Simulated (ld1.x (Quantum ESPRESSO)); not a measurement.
**cerium (Ce): one change to a TM potential, before and after**

| Item | Value |
| --- | --- |
| Element | cerium |
| Generator | ld1.x (Quantum ESPRESSO) 7.5 |
| Type | norm-conserving Troullier–Martins (Kleinman–Bylander form) |
| Functional | PBE |
| Relativity | scalar-relativistic |
| Frozen core | [Xe] 4f1 |
| Valence charge | 3 |
| Reference configuration | 5d1 6s1.5 6p0.5 |
| Partial waves | 6s (bound): rc 3.30 bohr; 5d (bound): rc 3.55 bohr; 5f channel at 0.2 Ry: rc 3.35 bohr; 6p (bound): rc 3.45 bohr |
| Local potential | the p channel |
| Core correction | Bessel-smoothed model core inside 2.35 bohr |

Change: reference 5d1 6s2 6p0.

Cutoffs: the cutoffs (Ry, on a coarse ladder) from which the occupation-weighted sum of valence levels, in a spherical-Bessel basis at the reference potential, stays within 10 and 1 mRy of its value at 400 Ry; they do not see the model core or the augmentation charge, which bear on the density cutoff. Errors are all-electron minus pseudo energies relative to the spin-unpolarised reference configuration.

Question: What does the change do?

Answer: The potential gets neither clearly harder nor softer (10 Ry and 15 Ry → 10 Ry and 15 Ry); both files keep a bound ghost (s).

| quantity | base | changed |
| --- | --- | --- |
| cutoff, loose | 10 Ry | 10 Ry |
| cutoff, tight | 15 Ry | 15 Ry |
| bound ghosts | s | s |
| largest error over its own tests, meV | -79 | -139 |
| s: phases at 3.84 bohr within 0.05 rad from the reference energy up to (Ry; the scan ends near 5) | 2.2 | 2.4 |
| p: phases at 3.84 bohr within 0.05 rad from the reference energy up to (Ry; the scan ends near 5) | 0.1 | 0.1 |
| d: phases at 3.84 bohr within 0.05 rad from the reference energy up to (Ry; the scan ends near 5) | 0.4 | 0.5 |
| f: phases at 3.84 bohr within 0.05 rad from the reference energy up to (Ry; the scan ends near 5) | 0.5 | 0.5 |

 A true bound ghost makes a file unfit for plane-wave use even where its test errors are small: the radial tests pick states by their node count and pass the ghost by.
